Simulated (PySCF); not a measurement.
How methods differ on the ionisation energy of Cd²⁺

Cd²⁺ [Kr] 4d10 (1S) → Cd³⁺ [Kr] 4d9 (2D), as a difference of total energies. Computed with PySCF 2.14 in cc-pVTZ-PP with ECP28MDF, with a scalar-relativistic core potential. Correlated levels: valence: 4s2 4p6 frozen. The calculations carry no spin-orbit coupling.

| method | ionisation energy (eV) | difference from reference (eV) |
| --- | --- | --- |
| UHF | 35.890 | -1.578 |
| BP86 | 37.678 | +0.210 |
| PBE | 37.592 | +0.124 |
| MP2 (valence) | 37.831 | +0.363 |
| SCS-MP2 (valence) | 37.614 | +0.146 |

Reference: 37.468 ± 0.006 eV (measured; NIST Atomic Spectra Database, ionization energies).

The reference lies between the lowest fine-structure levels, while these numbers refer to the centres of the terms.

Errors of the correlated levels include the incompleteness of this basis and the frozen core.
